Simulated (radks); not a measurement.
Species: the zirconium ion Zr4+. Configuration: [Kr] (the NIST ground configuration). Calculated with a radial shooting solver on a logarithmic mesh with Libxc functionals: scalar-relativistic Kohn-Sham, PBE, spin-polarised, spherical densities, finite nucleus; Fermi nuclear charge, rms radius 4.2694 fm. Some entries of the table are withheld. Estimate them.

orbital,occ.,eigenvalue (eV),<r^2> (bohr^2)
1s,2,-17867.61,0.001853
2s,2,-2513.077,0.03117
2p,6,-2245.722,0.02455
3s,2,(1),(2)
3p,6,-360.5041,(3)
3d,10,-217.5947,(4)
4s,2,(5),1.597
4p,6,-72.8011,(6)

Answer. 
(1) 3s eigenvalue (eV): -447.6137
(2) 3s <r^2> (bohr^2): 0.2408
(3) 3p <r^2> (bohr^2): 0.2486
(4) 3d <r^2> (bohr^2): 0.2470
(5) 4s eigenvalue (eV): -95.5787
(6) 4p <r^2> (bohr^2): 1.968
